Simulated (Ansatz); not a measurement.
`[F][Cd][O][SiH3]` and `[OH][Cd][F]` differ in one atom or group.

Ansatz, PBE0-D4/def2-TZVP geometries, multiplicity 1. Each molecule was computed in one conformer, which needn't be the lowest.

Elements past krypton have def2 core potentials.

```json
{"property": "HOMO energy (PBE0/def2-TZVPP) / eV", "`[F][Cd][O][SiH3]`": "-8.41"}
{"property": "HOMO energy (B3LYP/def2-TZVPP) / eV", "`[F][Cd][O][SiH3]`": "-8.22"}
{"property": "zero-point energy (PBE0-D4/def2-TZVP) / kJ/mol", "`[F][Cd][O][SiH3]`": "80.1"}
{"property": "size of the dipole moment (B3LYP/def2-TZVPP) / D", "`[F][Cd][O][SiH3]`": "0.64"}
{"property": "LUMO energy (B3LYP/def2-TZVPP) / eV", "`[F][Cd][O][SiH3]`": "-2.54"}
{"property": "HOMO energy (PBE/def2-TZVPP) / eV", "`[F][Cd][O][SiH3]`": "-6.98"}
```

Give the same properties after the change, and the shifts. (Estimate.)

Ansatz gave: 
| property | `[OH][Cd][F]` | shift |
| --- | --- | --- |
| HOMO energy (PBE0/def2-TZVPP) / eV | -8.48 | -0.07 |
| HOMO energy (B3LYP/def2-TZVPP) / eV | -8.26 | -0.04 |
| zero-point energy (PBE0-D4/def2-TZVP) / kJ/mol | 37.0 | -43.1 |
| size of the dipole moment (B3LYP/def2-TZVPP) / D | 2.08 | 1.44 |
| LUMO energy (B3LYP/def2-TZVPP) / eV | -2.25 | 0.29 |
| HOMO energy (PBE/def2-TZVPP) / eV | -6.83 | 0.15 |

With PBE0 the HOMO falls by 0.07 eV and the LUMO rises by 0.32 eV, so the gap widens by about 0.39 eV. PBE moves the HOMO by 0.15 eV and ωB97M-V by -0.21 eV. The zero-point energy changes by -43.1 kJ/mol with -9 modes. Dipoles are sizes alone; their direction can turn.

B3LYP here is the variant with VWN-RPA as its local correlation; programs differ in this.
